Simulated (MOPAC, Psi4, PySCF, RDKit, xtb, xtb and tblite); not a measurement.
Two geometries of SMILES [SiH2]([SiH3])[SiH2]B, singlet, relaxed at GFN2-xTB with one dihedral held; other torsions can differ between them too.

Structure A

```
13

B      2.9601    -0.0608     0.0335
Si     1.2052     0.3980     0.7010
Si     1.2832     0.8892     2.9927
Si    -0.7784     1.2954     3.9625
H      3.4414    -1.1031     0.2686
H      3.6381     0.7170    -0.5216
H      0.5284     1.5515     0.0750
H      0.1784    -0.6592     0.5972
H      2.1862     2.0297     3.2336
H      1.9674    -0.2002     3.7122
H     -0.7430     1.5555     5.4048
H     -1.6852     0.1593     3.7778
H     -1.4324     2.4587     3.3576
```

Structure B

```
13

B     -3.0254    -0.0204     0.0851
Si    -1.2154     0.3736     0.6694
Si     0.2833    -1.3955     0.3602
Si     2.4007    -1.0959     1.2429
H     -3.5280    -1.0423     0.3607
H     -3.6183     0.6698    -0.6525
H     -1.1283     0.6461     2.1205
H     -0.5917     1.5791     0.0876
H     -0.3059    -2.6286     0.9126
H      0.3906    -1.7221    -1.0748
H      3.2800    -2.2647     1.1407
H      3.1113     0.0007     0.5799
H      2.3441    -0.7566     2.6674
```

Q: Which is lower in energy at the level Psi4 1.11 with DF-MP2 (frozen core)/cc-pVTZ // GFN2-xTB, and by how much?

A: A is lower, by 4.43 kJ/mol (dihedral H5–B1–Si2–Si3: 75° in A, 45° in B).

E(B) − E(A) in kJ/mol at the other levels, on the same two geometries: GFN2-xTB (xtb and tblite) 4.60; B3LYP/def2-TZVP // GFN2-xTB (Psi4) 4.44; B3LYP-D3(BJ)/def2-TZVP // GFN2-xTB (Psi4) 4.71; PBE/def2-TZVP // GFN2-xTB (Psi4) 5.24; PBE-D3(BJ)/def2-TZVP // GFN2-xTB (Psi4) 5.38; HF/cc-pVTZ // GFN2-xTB (Psi4) 2.58; UFF // GFN2-xTB (RDKit) -2.12; PM6, restricted, heats of formation // GFN2-xTB (MOPAC) 0.92; PM7, restricted, heats of formation // GFN2-xTB (MOPAC) 1.12; GFN1-xTB // GFN2-xTB (xtb) 4.71; restricted B3LYP/6-31G*, spherical d // GFN2-xTB (PySCF) 4.03; restricted Hartree-Fock/LANL2DZ, with its core potentials past Ne // GFN2-xTB (PySCF) 2.48; restricted Hartree-Fock/6-31G*, spherical d // GFN2-xTB (PySCF) 2.33; restricted B3LYP/3-21G // GFN2-xTB (PySCF) 4.04.
